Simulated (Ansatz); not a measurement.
Geometry optimisation, RKS PBE-D4/STO-3G in Ansatz 0.2.0.

Input:

```yaml
crystal:
  periodic: [false, false, false]
  atoms:
    - { symbol: B, position_ang: [-2.1602, -0.3264, 0.658] }
    - { symbol: S, position_ang: [-1.7765, -0.8782, -1.0882] }
    - { symbol: Si, position_ang: [0.2638, -0.3048, -0.9319] }
    - { symbol: Si, position_ang: [1.3887, -1.5135, 0.6529] }
    - { symbol: C, position_ang: [0.4447, 1.4797, -0.5335] }
    - { symbol: "N", position_ang: [-0.0539, 2.3777, -1.3109] }
    - { symbol: H, position_ang: [-2.0854, -1.016, 1.568] }
    - { symbol: H, position_ang: [-2.5145, 0.8521, 0.8115] }
    - { symbol: H, position_ang: [0.9664, -0.542, -2.162] }
    - { symbol: H, position_ang: [1.1911, -2.9498, 0.3492] }
    - { symbol: H, position_ang: [0.6742, -1.2628, 1.98] }
    - { symbol: H, position_ang: [2.7552, -1.1446, 0.733] }
    - { symbol: H, position_ang: [0.8985, 1.8213, 0.379] }
    - { symbol: H, position_ang: [-0.005, 3.3781, -1.0762] }
basis:
  gaussian: { orbitals: STO-3G }
hamiltonian:
  xc: pbe
  dispersion: d4
relax:
  f_tol: 0.02
  max_steps: 40
scf:
  lower_state_search: "off"
```

Launched with:

```bash
$ ansatz run input.yaml --threads 1 --pin off --max-ram 2048MiB --backend cpu --events-out ev --progress --plain --runs-dir out
```

Q: Where does it end, and by what steps?

A: The forces met the threshold. Limits of this set-up: minimal basis. After 26 steps the energy has fallen by 1.959 eV; H8 moved furthest, 1.49 Å.

| step | energy less start (eV) | largest force component (eV/Å) | accepted |
| --- | --- | --- | --- |
| 0 | 0.0000 | 3.772 | yes |
| 1 | -0.6091 | 1.576 | yes |
| 2 | -0.6659 | 1.138 | yes |
| 3 | -0.7649 | 0.325 | yes |
| 4 | -0.8207 | 0.296 | yes |
| 5 | -0.8677 | 0.510 | yes |
| 6 | -1.0383 | 1.317 | yes |
| 7 | -1.2361 | 0.890 | yes |
| 8 | -1.4552 | 0.863 | yes |
| 9 | -1.6339 | 0.842 | yes |
| 10 | -1.7407 | 0.606 | yes |
| 11 | -1.8315 | 0.577 | yes |
| 12 | -1.8761 | 0.751 | yes |
| 13 | -1.9063 | 0.604 | yes |
| 14 | -1.9362 | 0.265 | yes |
| 15 | -1.9411 | 0.350 | yes |
| 16 | -1.9510 | 0.178 | yes |
| 17 | -1.9541 | 0.076 | yes |
| 18 | -1.9551 | 0.342 | yes |
| 19 | -1.9550 | 0.104 | no |
| 20 | -1.9574 | 0.108 | yes |
| 21 | -1.9576 | 0.093 | yes |
| 22 | -1.9578 | 0.068 | yes |
| 23 | -1.9578 | 0.063 | yes |
| 24 | -1.9581 | 0.064 | yes |
| 25 | -1.9588 | 0.031 | yes |
| 26 | -1.9590 | 0.014 | yes |

```xyz
14
Properties=species:S:1:pos:R:3
B -2.327 -0.533 0.799
S -1.863 -0.963 -0.819
Si 0.206 -0.292 -0.895
Si 1.518 -1.364 0.607
C 0.214 1.574 -0.607
N 0.776 2.370 -1.509
H -3.432 -0.763 1.125
H -1.589 -0.032 1.565
H 0.650 -0.541 -2.261
H 1.457 -2.802 0.392
H 1.085 -1.082 1.967
H 2.899 -0.932 0.459
H -0.267 1.947 0.333
H 0.660 3.385 -1.127
```

Time of the run: 2.2 min on 1 thread of Intel(R) Xeon(R) Processor @ 2.70GHz (shared host), peak memory 0.18 GiB.
